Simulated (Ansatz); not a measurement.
Cost and result up the ladder for Be₄O₃ (7 atoms). The state is a singlet with charge 0. Geometry: PBE0-D4/def2-SVP.

```
atom   x (Å)   y (Å)   z (Å)
 Be1  -0.593   0.307  -1.307
 Be2  -0.856   0.235   1.085
 Be3   0.476  -1.313   0.116
 Be4   1.057   1.006  -0.154
  O5   0.874  -0.372  -1.026
  O6  -0.406  -1.147   1.276
  O7  -0.552   1.285   0.010
```

Ansatz on 4 threads of Arm Neoverse V2 on a shared host. Times are rough, and most runs start from the orbitals of an earlier one. No level here is sound enough to serve as a yardstick. Binding counts from free atoms at the same level (Be singlet, O triplet; other spins of the atoms weren't run), without zero-point energy or a counterpoise term.

HSE06 is defined as in plane-wave codes, on full-range PBE exchange. Correlated methods freeze 3 core orbitals. Another isomer (singlet) lies 2.57 eV lower at PBE0-D4/def2-TZVP; other spin states weren't run for this one.

Correlated methods converge slowly with the basis.

```json
{"level": "PBE-D4/def2-SVP", "functions": "78", "wall time": "0.65 s", "binding energy per atom (eV)": "4.27", "remarks": "restricted SCF unstable in HF"}
{"level": "PBE0-D4/def2-SVP", "functions": "78", "wall time": "0.85 s", "binding energy per atom (eV)": "4.02", "remarks": "restricted SCF unstable in HF"}
{"level": "PBE-D4/def2-TZVP (with forces)", "functions": "169", "wall time": "1.4 s", "binding energy per atom (eV)": "4.30", "remarks": "restricted SCF unstable in HF"}
{"level": "HSE06-D4/def2-TZVP", "functions": "169", "wall time": "1.8 s", "binding energy per atom (eV)": "4.09", "remarks": "restricted SCF unstable in HF"}
{"level": "PBE0-D4/def2-TZVP", "functions": "169", "wall time": "1.9 s", "binding energy per atom (eV)": "4.08", "remarks": "restricted SCF unstable in HF"}
{"level": "MP2/def2-TZVP", "functions": "169", "wall time": "2.3 s", "binding energy per atom (eV)": "4.17", "remarks": "restricted SCF unstable"}
{"level": "r2SCAN-D4/def2-TZVP", "functions": "169", "wall time": "3.1 s", "binding energy per atom (eV)": "4.22", "remarks": "restricted SCF unstable in HF"}
{"level": "ωB97X-V/def2-TZVP", "functions": "169", "wall time": "4.4 s", "binding energy per atom (eV)": "3.99", "remarks": "restricted SCF unstable in HF"}
{"level": "ωB97M-V/def2-TZVP", "functions": "169", "wall time": "4.9 s", "binding energy per atom (eV)": "4.05", "remarks": "restricted SCF unstable in HF"}
{"level": "CCSD(T)/def2-TZVPP", "functions": "169", "wall time": "72 s", "binding energy per atom (eV)": "3.80", "remarks": "flagged by the program, large T1 (0.021), restricted SCF unstable"}
```
